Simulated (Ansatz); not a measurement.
The same path of BFH3NO + H2S (10 atoms, charge 0, multiplicity 1) was run twice with different band settings. Lost on the way: B1–F2, S8–H10. Made: B1–S8, F2–H10.

Computed with RKS PBE/def2-SVP in Ansatz.

Relaxed end points:

```xyz
10
Properties=species:S:1:pos:R:3
B -0.016 -0.369 -0.254
F -0.224 -0.998 0.931
N 1.293 0.078 -0.572
H 2.104 -0.196 -0.021
H 1.512 0.492 -1.477
O -1.054 -0.158 -1.120
H -1.901 -0.439 -0.731
S 0.179 2.613 1.783
H 0.777 1.865 0.803
H 0.122 1.524 2.598
```

```xyz
10
Properties=species:S:1:pos:R:3
B -0.066 0.635 -0.272
F 0.055 -0.508 2.427
N 1.173 0.172 -0.770
H 1.264 -0.711 -1.275
H 2.069 0.545 -0.464
O -1.298 0.112 -0.569
H -1.258 -0.688 -1.121
S -0.186 2.132 0.842
H 1.153 2.329 0.984
H -0.112 0.392 2.159
```

Common settings: movable images 5; climbing image yes; optimiser quadratic models (default); start path through a guess of the saddle point; force threshold 0.05 eV/Å; iteration limit 60; end points relaxed.

| run | spring |
| --- | --- |
| 1 | 5.0 eV/Å² |
| 2 | 20.0 eV/Å² |

Task: What does each run give, and how far can it be trusted?

Result: Run 1: not converged after 60 iterations, highest image 1.636 eV above the first end. The band didn't meet its force threshold, so its energies are provisional: the largest band force was still 0.18 eV/Å, and over the last iterations the top stayed at 1.64 eV. Neighbouring images lie up to 5.7 Å apart, so the band is torn or far too coarse.
Run 2: converged after 38 iterations, highest image 1.636 eV above the first end. The profile has 3 maxima (images 1, 3, 5) with wells between them (images 2, 4): this band takes more than one step, which may be the mechanism or a detour left from its start path. A structure lower than the last end lies on the path between it and the top, so the climb from that side starts below the end, which may itself be a saddle point or a shallow side well. Neighbouring images differ by up to 1.6 eV, so the band resolves the path poorly. The order of the point at the top wasn't checked.
The orbitals stay closed-shell, which can raise the energy where a bond breaks towards radicals; this wasn't checked here.
